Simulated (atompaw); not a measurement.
**Plane-wave convergence, PAW (atompaw) potential for Pb**

```
Element                 : Pb
Generator               : atompaw 4.2.0.5
Type                    : PAW
Functional              : LDA (PW92)
Relativity              : scalar-relativistic
Frozen core             : [Kr] 4d10 4f14
Valence charge          : 22
Reference configuration : 5s2 5p6 5d10 6s1.75 6p2.25
Partial waves           : 5s (bound); 6s (bound); 5p (bound); 6p (bound); 5d (bound); 5d channel at 0.3 Ry
Local potential         : bessel scheme, radius 1.00 bohr
Core correction         : smooth core density matched at 1.40 bohr
Augmentation charge     : besselshape compensation charge, radius 1.30 bohr; PAW radius 1.45 bohr; waves and projectors: bloechl
```

The pseudo-atom Hamiltonian at the reference potential is diagonalised in spherical Bessel functions j_l(qr) that vanish at 20 bohr, with q² up to the cutoff. All-electron valence levels (Ry): 5s -10.6494, 6s -0.9270, 5p -6.3522, 6p -0.2858, 5d -1.5970.

Q: How do the lowest levels (Ry) of each channel move with the cutoff, and are there ghosts?

A:

```tsv
cutoff (Ry)	s #1	s #2	s #3	p #1	p #2	d #1	d #2	f #1	Σ f·Δε (mRy)
8	-8.4991	-0.6276	-0.0200	-3.3563	-0.0961	-0.2470	0.0571	0.1055	36727.4
18	-10.4310	-0.9072	-0.0428	-5.5516	-0.2215	-1.1106	0.0489	0.1055	10284.2
35	-10.6467	-0.9247	-0.0442	-6.3149	-0.2830	-1.5445	0.0468	0.1055	765.0
55	-10.6483	-0.9266	-0.0443	-6.3516	-0.2858	-1.5949	0.0466	0.1055	27.5
90	-10.6493	-0.9270	-0.0443	-6.3521	-0.2858	-1.5970	0.0466	0.1055	1.5
140	-10.6494	-0.9270	-0.0443	-6.3522	-0.2858	-1.5970	0.0466	0.1055	0.3
400	-10.6494	-0.9270	-0.0443	-6.3522	-0.2858	-1.5970	0.0465	0.1055	0.0
```

Result: no extra level below or beside the all-electron valence levels (s, p, d, f tested); 10 mRy is reached at 70 Ry and 1 mRy at 110 Ry.
